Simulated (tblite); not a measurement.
C5H11FSi.
Numbering: `[CH3:1][C@@H:2]([F:3])[C@H:4]1[CH2:5][CH2:6][SiH2:7]1` (hydrogens: H8, H9, H10 on C1; H11 on C2; H12 on C4; H13, H14 on C5; H15, H16 on C6; H17, H18 on Si7)

Geometry (GFN2-xTB, Å), atoms numbered from 1 in this order:
```
atom  x, y, z in Å
C1    -2.4451    0.1340   -0.1062
C2    -1.2146   -0.7244   -0.3515
F3    -1.0766   -0.8999   -1.7247
C4     0.0524   -0.0968    0.1949
C5     1.3392   -0.9219   -0.0228
C6     2.2911    0.1933   -0.5001
Si7    0.8231    1.3899   -0.7502
H8    -2.6395    0.2051    0.9599
H9    -2.2798    1.1316   -0.5078
H10   -3.3122   -0.3035   -0.5956
H11   -1.3614   -1.7384    0.0500
H12   -0.1118    0.0992    1.2559
H13    1.1836   -1.6566   -0.8115
H14    1.6832   -1.4452    0.8694
H15    2.9849    0.4968    0.2816
H16    2.8826   -0.0792   -1.3703
H17    0.3664    1.5607   -2.1249
H18    0.8258    2.6616   -0.0227
```

Method: GFN2-xTB as coded in tblite; computed harmonic values from a numerical Hessian at the method's own geometry, unscaled. Against measured fundamentals such values can be off by several per cent, at times by over 20. Modes of hydrogen on silicon can be 10 to 20 % off. One conformer, not necessarily the lowest.

Harmonic wavenumbers (cm⁻¹): 65.4, 75.2, 156.7, 193.0, 210.7, 336.5, 432.9, 440.6, 464.3, 541.0, 557.3, 632.9, 669.4, 709.6, 757.3, 778.4, 873.0, 892.8, 946.9, 1005.0, 1023.4, 1041.4, 1068.9, 1124.9, 1154.9, 1166.2, 1192.1, 1219.0, 1258.1, 1295.3, 1298.1, 1320.0, 1397.8, 1469.9, 1477.6, 1487.8, 1493.4, 2246.3, 2308.7, 2872.1, 2961.5, 2981.9, 3001.0, 3010.2, 3020.4, 3035.5, 3041.5, 3053.2.

A = 3500, B = 1541, C = 1371 MHz; mass 118.061 u (most abundant isotopes); point group C1, symmetry number 1.

Question: What is the zero-point energy?

Answer: ½Σν̃ = 31880 cm⁻¹ = 91.15 kcal/mol.

Question: What is S at 298.15 K and 1 bar for an ideal gas of classical rigid rotors and harmonic oscillators?

Answer: Translation 40.24, rotation 28.17, vibration 22.54: S = 90.9 cal/(mol K).

Question: And Cp and H(298.15 K) − H(0)?

Answer: Cp = 34.55 cal/(mol K), of which vibrations give 26.60 (their classical limit is 48 R = 95.4); H(298.15 K) − H(0) = 6.08 kcal/mol without the zero-point energy, 3.71 from vibrations.

Question: Blend soft modes into free rotors: weight 1/[1 + (100 cm⁻¹/ν̃)⁴] for the oscillator and the rest for a rotor with moment μB/(μ + B), μ = h/(8π²ν), B = 10⁻⁴⁴ kg m². What vibrational entropy results?

Answer: 21.01 cal/(mol K) in place of 22.54, which changes −T·S at 298.15 K by +0.46 kcal/mol.

Question: How do the functions run with temperature in this model?

Answer: 
| T (K) | S (cal/(mol K)) | Cp (cal/(mol K)) | H − H(0) (kcal/mol) | G − H(0) (kcal/mol) | ln q(vib) |
| --- | --- | --- | --- | --- | --- |
| 150 | 72.9 | 20.1 | 2.06 | -8.87 | 2.09 |
| 250 | 85.3 | 29.6 | 4.53 | -16.79 | 4.09 |
| 400 | 102.5 | 44.4 | 10.11 | -30.89 | 7.27 |
| 600 | 123.6 | 59.6 | 20.60 | -53.54 | 11.69 |
| 900 | 150.7 | 74.0 | 40.82 | -94.81 | 18.17 |

q(vib) and H(0) count from the zero-point level.

Question: What must be added to the electronic energy to get the Gibbs energy at 298.15 K and 1 bar?

Answer: ZPE + [H(298.15 K) − H(0)] − T·S = 91.15 + 6.08 − 27.12 = 70.11 kcal/mol.

Question: Which modes carry the vibrational entropy at 298.15 K?

Answer: 65.4 cm⁻¹: 4.29; 75.2 cm⁻¹: 4.01; 156.7 cm⁻¹: 2.59; 193.0 cm⁻¹: 2.20; 210.7 cm⁻¹: 2.04; 336.5 cm⁻¹: 1.23 cal/(mol K); the other 42 give 6.19 together.

Hindered rotation and anharmonicity are outside this model. Other conformers, if any are populated, would add a mixing term that is left out. The structure is chiral; the term R ln 2 for an equal mix with its mirror image is left out.
